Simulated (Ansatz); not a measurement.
`COB(O)C(C)C` → B• + 4 C• + 11 H• + 2 O•  (atomization)

Isolated molecules relaxed with PBE0-D4/def2-TZVP in Ansatz; ΔE leaves out vibrations. CCSD(T)/CBS is the MP2 limit (def2-TZVPP, def2-QZVPP) plus CCSD(T) − MP2 in def2-TZVPP, frozen cores. This one scheme is used for every species, atoms too. DFT in def2-TZVPP. Open shells (•) are unrestricted, without spin–orbit coupling. Spin–orbit coupling would lower the free atoms: a little for B, C, O. One conformer a species, not always the lowest.

```tsv
level	ΔE (kJ/mol)
B97M-V	7372.3
BLYP	7263.0
HF/CBS(def2)	5520.1
CCSD/CBS(def2)	7263.2
```

Problem. What does CCSD(T)/CBS give? (Estimate.)

Solution. Ansatz gave: +7357.1 kJ/mol. The listed levels differ from it by 15.2, -94.1, -1837.0, -93.9 kJ/mol.

Largest T1 diagnostic among the species: 0.014.

From PBE to PBE0 (25 % exact exchange), in def2-TZVPP and without D4, ΔE moves by −106.9 kJ/mol: exact exchange takes away binding that semilocal exchange gives to molecules. Leaving LDA and LC-ωPBE aside and taking each functional with its dispersion term where it has one, the values, not all of them listed here, spread over 330.1 kJ/mol, from BHLYP-D4 to PBE-D4. LDA lies +930.8 kJ/mol from PBE without D4, its usual overbinding. At CCSD(T), def2-SVP lies −285.7 kJ/mol from the extrapolated value and def2-TZVPP −161.0 kJ/mol: correlation converges slowly with the basis, and small sets miss more of it in the bonded molecule than in its fragments.

For atomizations the MP2-based limit and the directly extrapolated one differ by several kJ/mol either way, and by 10 to 25 for some Ge, Se and Sn compounds, so smaller differences from it don't rank the levels.
